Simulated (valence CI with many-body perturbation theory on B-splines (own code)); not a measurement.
The numbers below are computed, except where a source is named.
**Energy levels of Mn III**

Method: valence CI with perturbative core correlation (CI+MBPT): five valence electrons over a frozen Dirac-Fock core [Ar], radial functions for each j: 7 s, 7 p, 8 d, 6 f, 4 g, 1 h, with the one-electron correlation potential Σ1 (screened to all orders), the two-electron term Σ2, the three-electron term Σ3, Breit, model QED; selected single and double excitations, second order for the rest, scaled by the run's own slope (own B-spline code, finite nucleus).

Set against measurement, 66 paired levels are off by 3392 cm⁻¹ on average, the worst by 6534. These come from a selection out of Corliss and Sugar, J. Phys. Chem. Ref. Data 6, 1253 (1977). Levels without a partner in it may be off by more, other configurations by 1,000 to 8,000 cm⁻¹. Among the levels kept, up to 2300 cm⁻¹ of a level comes from second order outside the variational space, and about a tenth of that is noise between levels of different J, which matters for small intervals.

Levels 91 to 135 of 218, with energies above the lowest level, 3d5 6S_5/2. "Leading %" is the weight of the configuration and term that name the level; weights of strongly mixed levels are sums over their largest components and can fall short.

```tsv
No.	Configuration	Term	J	E (cm⁻¹)	Leading %	Second component	g
91	3d4 4p	6P°	3/2	105191	92		2.382
92	3d4 4p	6P°	5/2	105311	93		1.880
93	3d4 4p	6P°	7/2	105487	95		1.714
94	3d4 4p	4P°	1/2	105959	76	18 % 3d4 4p 6D°	2.796
95	3d4 4p	4P°	3/2	106396	71	21 % 3d4 4p 6D°	1.783
96	3d4 4p	4P°	5/2	107019	62	30 % 3d4 4p 6D°	1.625
97	3d4 4p	6D°	1/2	107375	77	18 % 3d4 4p 4P°	3.209
98	3d4 4p	6D°	3/2	107478	74	21 % 3d4 4p 4P°	1.838
99	3d4 4p	6D°	5/2	107635	64	30 % 3d4 4p 4P°	1.638
100	3d4 4p	6D°	7/2	107674	94		1.584
101	3d4 4p	6D°	9/2	107945	92		1.549
102	3d4 4p	4F°	3/2	109680	94		0.401
103	3d4 4p	4F°	5/2	109800	94		1.032
104	3d4 4p	4F°	7/2	109958	93		1.243
105	3d4 4s	4F	9/2	110148	96		1.334
106	3d4 4p	4F°	9/2	110168	91		1.341
107	3d4 4s	4F	3/2	110188	96		0.399
108	3d4 4s	4F	7/2	110189	96		1.238
109	3d4 4s	4F	5/2	110197	96		1.028
110	3d4 4s	4P	5/2	110366	96		1.600
111	3d4 4s	4P	3/2	110939	96		1.733
112	3d4 4s	4P	1/2	111278	96		2.668
113	3d4 4p	4D°	1/2	113947	93		-0.001
114	3d4 4p	4D°	3/2	114062	93		1.200
115	3d4 4p	4D°	5/2	114240	93		1.372
116	3d4 4p	4D°	7/2	114452	93		1.429
117	3d4 4s	2F	7/2	115362	95		1.142
118	3d4 4s	2F	5/2	115397	95		0.857
119	3d4 4s	2P	3/2	115700	95		1.335
120	3d4 4s	2P	1/2	116374	95		0.668
121	3d4 4s	2G	9/2	119208	96		1.111
122	3d4 4s	2G	7/2	119213	96		0.889
123	3d4 4p	4H°	7/2	123497	94		0.670
124	3d4 4p	4H°	9/2	123649	93		0.966
125	3d4 4p	4H°	11/2	123850	92		1.128
126	3d4 4p	4H°	13/2	124127	93		1.227
127	3d4 4p	4D°	1/2	125103	93		0.023
128	3d4 4p	4D°	3/2	125516	94		1.201
129	3d4 4p	4I°	9/2	125592	91		0.739
130	3d4 4p	4I°	11/2	125912	92		0.971
131	3d4 4p	4D°	5/2	126092	94		1.366
132	3d4 4p	2G°	7/2	126214	52	32 % 3d4 4p 4G°	0.934
133	3d4 4p	4I°	13/2	126241	92		1.111
134	3d4 4p	4G°	5/2	126271	94		0.578
135	3d4 4p	2G°	9/2	126317	56	27 % 3d4 4p 4G°	1.129
```

Names give the largest LS component (configuration and term), which can be under half, so a name can repeat, a term be missing and a line seem to break the LS rules; names also repeat where a configuration has a term twice.

Where two levels of one J and parity lie close, their mixing, g and order are uncertain.
